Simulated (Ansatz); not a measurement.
Species: C2H6Br2O2Si, SMILES `CO[Si](Br)(Br)OC` (C–O–Si–Br torsion -59°, Br–Si–O–C torsion -57°) (charge 0, multiplicity 1).

### Question
Give a relaxed geometry from B3LYP-D3(BJ)/def2-SVP in Ansatz (a first-principles code).

### Answer
Several could match; the one computed here: the end point of this relaxation, one of several conformers (outside a Z-matrix the atoms follow the SMILES, hydrogens last).
Z-matrix (Å, degrees):
```
Si
O 1 1.6315
C 2 1.4188 1 126.16
H 3 1.0994 2 107.92 1 177.51
H 3 1.1028 4 108.97 2 -120.67
H 3 1.1034 4 108.80 5 -118.58
O 1 1.6389 2 109.59 3 62.32
C 7 1.4154 1 127.38 2 -179.68
H 8 1.0995 7 108.14 1 179.10
H 8 1.1034 9 108.80 7 -120.72
H 8 1.1035 9 108.87 10 -118.35
Br 1 2.2157 2 107.77 3 -176.87
Br 1 2.2384 2 110.46 3 -57.39
```
